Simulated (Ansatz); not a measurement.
Ansatz (an electronic-structure program) job for GaCl₄, SMILES [Cl][Ga-]([Cl])([Cl])[Cl], charge -1, PBE/def2-SVPD. Coordinates come from a B3LYP-D3(BJ)/def2-SVPD optimisation. The isomer is the one that the SMILES or the coordinates give; other isomers of the formula were not compared.

Ansatz 0.2 input:
```yaml
crystal:
  periodic: [false, false, false]
  atoms:
    - {symbol: Ga, position_ang: [0.00000000, 0.00000000, 0.00000000]}
    - {symbol: Cl, position_ang: [1.28883874, 1.28883874, -1.28883874]}
    - {symbol: Cl, position_ang: [-1.28883874, 1.28883874, 1.28883874]}
    - {symbol: Cl, position_ang: [-1.28883874, -1.28883874, -1.28883874]}
    - {symbol: Cl, position_ang: [1.28883874, -1.28883874, 1.28883874]}
basis:
  gaussian:
    orbitals: def2-SVPD
hamiltonian:
  xc: {name: PBE}
total_charge: -1
```

It prints:

```
WARN ansatz: RAYON_NUM_THREADS=1 ignored (pool sized by the plan → 1); use --threads N
Functional definition: PBE
integrals: 0.13 GiB planned
1519 factors; their error is unknown
mean field: 0.58 GiB planned
mean field evaluation 1: about -102426.0431 eV, gradient 3.7e1 eV
mean field evaluation 2: about -102420.9557 eV, gradient 6.6e1 eV
mean field evaluation 4: about -102427.9307 eV, gradient 1.7e0 eV
mean field evaluation 8: about -102427.8909 eV, gradient 8.1e-3 eV
mean field -102427.89091312 eV, -3764.1555629390 hartree, gradient 4.2e-5 eV, S^2 0.000000; 0 other end points of the search recorded, 0 dependent functions left out
reference -102427.89095540 eV, -3764.1555644928 hartree; 50, 50 occupied and 96, 96 virtual orbitals, 1519 factors
Total energy: -102427.89095540 eV, -3764.1555644928 hartree
```

Self-consistency was reached.

Cost: around 3 core-seconds (rough).
